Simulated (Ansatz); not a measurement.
System: AlBr, charge 0, multiplicity 1. SMILES: [Al][Br]
Geometry: optimised at B3LYP-D3(BJ)/def2-TZVP (Ansatz, an electronic-structure program).

Parts of the frozen-core correlation energy in def2-SVP (Ansatz, hartree). Frozen orbitals: 19; correlated occupied orbitals by spin: 5 and 5; virtual: 26 and 26. No spin-orbit coupling. Non-relativistic.

```json
[
 {"term": "reference (HF)", "value": "-2814.00126"},
 {"term": "MP2 opposite-spin", "value": "…"},
 {"term": "MP2 same-spin", "value": "-0.03898"},
 {"term": "CCSD correlation", "value": "…"},
 {"term": "(T)", "value": "…"},
 {"term": "CCSDT minus CCSD(T)", "value": "-0.00051"},
 {"term": "T1 diagnostic", "value": "0.013"},
 {"term": "largest doubles amplitude", "value": "0.103"}
]
```

### Question
What belongs in the gaps?

### Answer

- MP2 opposite-spin, value: -0.12251
- CCSD correlation, value: -0.18370
- (T), value: -0.00469
